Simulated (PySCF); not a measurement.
titanium tetrachloride (Cl₄Ti), SMILES [Cl][Ti]([Cl])([Cl])[Cl], multiplicity 1. Coordinates come from a B3LYP-D3(BJ)/def2-SVP optimisation. The spin state was assumed, not searched.

Computed equilibrium geometry at B3LYP-D3(BJ)/def2-SVP (PySCF confirms it by a frequency run) as a Z-matrix, and its point group:
point group Td.
```
Ti
Cl 1 2.1681
Cl 1 2.1681 2 109.47
Cl 1 2.1681 2 109.47 3 120.00
Cl 1 2.1681 2 109.47 3 -120.00
```
